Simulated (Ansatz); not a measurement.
Consider the formal exchange of groups at the Si–Cl bond: `NC[SiH2]Cl` + `CCS[SiH3]` → `NC[SiH2]S[SiH3]` + `CCCl`.

Computed with Ansatz on PBE0-D4/def2-TZVP structures; ΔE is electronic, products minus reactants. CBS: MP2 limit from def2 TZ/QZ plus the TZ coupled-cluster correction, frozen cores. This one scheme is used for every species. Functionals use def2-TZVPP. B3LYP here is the variant with VWN-RPA as its local correlation; programs differ in this. One conformer a species, not always the lowest.

```json
{"level": "B3LYP-D4", "ΔE (kJ/mol)": "39.6"}
{"level": "CCSD/def2-TZVPP", "ΔE (kJ/mol)": "43.7"}
```

What does CCSD(T)/CBS give? (Estimate.)

Ansatz gave: +41.7 kJ/mol. The listed levels differ from it by -2.1, 2.0 kJ/mol.

Largest T1 diagnostic among the species: 0.011.

From PBE to PBE0 (25 % exact exchange), in def2-TZVPP and without D4, ΔE moves by +3.5 kJ/mol. The D4 term adds −4.2 kJ/mol with B3LYP and −2.6 kJ/mol with PBE0; it sums over pairs of atoms, weighted by their polarisabilities, and B3LYP, whose exchange is more repulsive, gets the larger term.
